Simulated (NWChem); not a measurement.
Species: C4H9O2, doublet; SMILES COCC(C)[O]

```xyz
15

C      0.5221    -1.8466    -0.4773
O     -0.7073    -1.1971    -0.1990
C     -0.6396    -0.2945     0.8599
C      0.0822     1.0773     0.4771
C     -0.5854     1.7443    -0.7313
O      1.4013     0.8150     0.3159
H      1.3025    -1.1052    -0.7100
H      0.3512    -2.4964    -1.3387
H      0.8557    -2.4493     0.3802
H     -0.1146    -0.7155     1.7287
H     -1.6694    -0.0414     1.1300
H     -0.0760     1.6764     1.3989
H     -0.0523     2.6661    -0.9842
H     -0.5572     1.0771    -1.5973
H     -1.6314     1.9972    -0.5196
```
Atoms are numbered in this order, from 1.

All runs: NWChem. Spin-unrestricted. The geometry was optimised at B3LYP/6-31G* (spherical d), spin-unrestricted. No stability test was run on the SCF state. Vzz is the largest principal value of the second derivative of the potential at the nucleus (NWChem prints the opposite sign); η is the asymmetry. Non-relativistic.

Q: Predict the results for PBE0/def2-TZVP. Quantities: Vzz O2 (a.u.); η O2; Vzz O6 (a.u.); η O6.

A: The vzz O2 (a.u.) comes out as 1.811 and the η O2 comes out as 0.90. The vzz O6 (a.u.) comes out as -2.329 and the η O6 is 0.46.
